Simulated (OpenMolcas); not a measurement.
# neutral indium: the spin-orbit constant, worked from levels

* Program: OpenMolcas
* Basis: ANO-R2 [7s6p4d2f1g]
* Scalar Hamiltonian: X2C, finite nucleus
* Active space: 3 electrons in 8 orbitals (5s 5p 6s 6p)
* State averaging: 2S+1 = 4 odd, 3 roots (0 in the spin-orbit step); 2S+1 = 2 odd, 3 roots; 2S+1 = 4 even, 3 roots; 2S+1 = 2 even, 5 roots (0 in the spin-orbit step)
* Spin-orbit coupling: state interaction with AMFI integrals over the reference wave functions, term energies averaged over their components

Methods: CASSCF; SS-CASPT2, IPEA 0.25 Eh, imaginary shift 0.1 Eh (closed shells correlated: 4d). Measured levels: NIST Handbook of Basic Atomic Spectroscopic Data.

**The spin-orbit constant.** For the Hund term ²P° of p1, E(J) = (A/2) J(J+1) + constant and ζ = 2S·A = A. From J = 1/2 to J = 3/2 the energy changes by 1.5 A.

| Source | E(3/2) - E(1/2) | A | ζ |
| --- | --- | --- | --- |
| CASSCF | 1708.2 | 1138.8 | 1139 |
| SS-CASPT2 | 1708.2 | 1138.8 | 1139 |
| measured | 2212.6 | 1475.1 | 1475 |

All in cm-1. SS-CASPT2 is off by -22.8 % and CASSCF by -22.8 %. Both methods take the spin-orbit matrix elements from the reference wave functions, so the second can move ζ only through the term energies and any multistate remixing.

Some high roots are left out of the spin-orbit mixing, which shifts the levels that they would mix with. Active for correlation alone: 6p 6s; no level in the range computed is led by a configuration that fills them, so any true level of that kind is missing. Without dynamic correlation excited terms often stand tens of per cent too high (terms of higher spin than the ground term too low), and those without a measured partner can miss by more than the paired ones (holds for CASSCF). Computed and measured levels are paired by configuration, term and J; levels that our copy of the source lacks, or whose pairing is in doubt (as where it misses far off the trend of its configuration), stay unpaired and out of the deviations. Only configurations of the active space appear.

° marks odd parity.
